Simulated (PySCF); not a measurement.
C3H5FOSi. Atoms are numbered in the order given.

```xyz
11

C      2.5258     0.6577    -0.8569
C      1.3377     0.5474    -0.6158
Si    -0.4528     0.3818    -0.2447
O     -0.9949     1.6704     0.6570
C     -0.7593    -1.1287     0.8439
F     -0.4464    -2.2746     0.1416
H      3.5762     0.7498    -1.0713
H     -1.1729     0.2502    -1.5420
H     -0.7497     2.5520     0.3621
H     -1.8173    -1.1680     1.1595
H     -0.1443    -1.0785     1.7595
```

Geometry optimised at PBE0-D3(BJ)/def2-SVP. The structure was generated by enumeration; whether it is a known compound was not checked. Other conformers were not sampled.

Method: PBE0-D3(BJ)/def2-SVP (PySCF).

Frequencies are harmonic and unscaled.

Computed harmonic wavenumbers and intensities:
```
mode  ν (cm⁻¹)  IR (km/mol)   moving atoms (share of kinetic energy)
----  --------  -----------  ---------------------------------------
1           60          6.3                   F 47 %, C 30 %, H 14 %
2          119          0.7           C 41 %, H 32 %, F 13 %, O 12 %
3          148         28.4          H 40 %, C 25 %, O 22 %, Si 10 %
4          166          1.3  C 34 %, Si 21 %, H 17 %, O 17 %, F 11 %
5          196         79.1                   H 63 %, C 20 %, O 13 %
6          307         12.4           F 31 %, C 30 %, O 21 %, H 13 %
7          337         28.1                  C 57 %, H 24 %, Si 12 %
8          394         50.0           C 47 %, O 22 %, Si 17 %, H 9 %
9          605         49.5                  C 59 %, Si 26 %, H 13 %
10         712         31.0                   H 66 %, C 25 %, Si 8 %
11         718         89.8                  H 48 %, C 25 %, Si 24 %
12         742         28.0                           H 75 %, C 25 %
13         759         27.3                           H 75 %, C 25 %
14         811        167.6          H 58 %, C 15 %, O 13 %, Si 13 %
15         832         13.3                           H 73 %, O 22 %
16         886        271.3                  H 67 %, Si 17 %, C 12 %
17         927        117.0                  Si 38 %, H 31 %, O 30 %
18        1103         67.9                   C 49 %, F 41 %, H 10 %
19        1238          7.2                                   H 91 %
20        1314          0.5                           H 71 %, C 28 %
21        1454          6.0                                   H 93 %
22        2166         49.6                           C 90 %, H 10 %
23        2253        125.4                                   H 97 %
24        3053         15.0                                   H 95 %
25        3117         12.2                           H 90 %, C 10 %
26        3472         51.0                           H 86 %, C 14 %
27        3936        115.2                                   H 94 %
```
